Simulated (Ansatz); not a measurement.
`[F][Ge]([Cl])([Cl])[Cl]` and `[Cl][Ge]([Cl])([Cl])[Cl]` differ in one atom or group.

Ansatz, PBE0-D4/def2-TZVP geometries, multiplicity 1. 

Scalar relativity is left out up to krypton.

```
                                      property  `[F][Ge]([Cl])([Cl])[Cl]`
             HOMO energy (PBE/def2-TZVPP) / eV                      -8.34
            HOMO energy (PBE0/def2-TZVPP) / eV                      -9.82
           HOMO–LUMO gap (PBE/def2-TZVPP) / eV                       5.28
             LUMO energy (PBE/def2-TZVPP) / eV                      -3.06
size of the dipole moment (PBE/def2-TZVPP) / D                       0.86
       HOMO–LUMO gap (ωB97M-V/def2-TZVPP) / eV                      12.15
```

(1) What does the change do to each property? (An estimate is asked.)

Answers

(1) Computed: 
```tsv
property	`[Cl][Ge]([Cl])([Cl])[Cl]`	shift
HOMO energy (PBE/def2-TZVPP) / eV	-8.20	0.14
HOMO energy (PBE0/def2-TZVPP) / eV	-9.67	0.15
HOMO–LUMO gap (PBE/def2-TZVPP) / eV	5.00	-0.28
LUMO energy (PBE/def2-TZVPP) / eV	-3.20	-0.14
size of the dipole moment (PBE/def2-TZVPP) / D	0.00	-0.86
HOMO–LUMO gap (ωB97M-V/def2-TZVPP) / eV	11.79	-0.36
```

With PBE0 the HOMO rises by 0.15 eV and the LUMO falls by 0.18 eV, so the gap narrows by about 0.33 eV. PBE moves the HOMO by 0.14 eV and ωB97M-V by 0.16 eV.
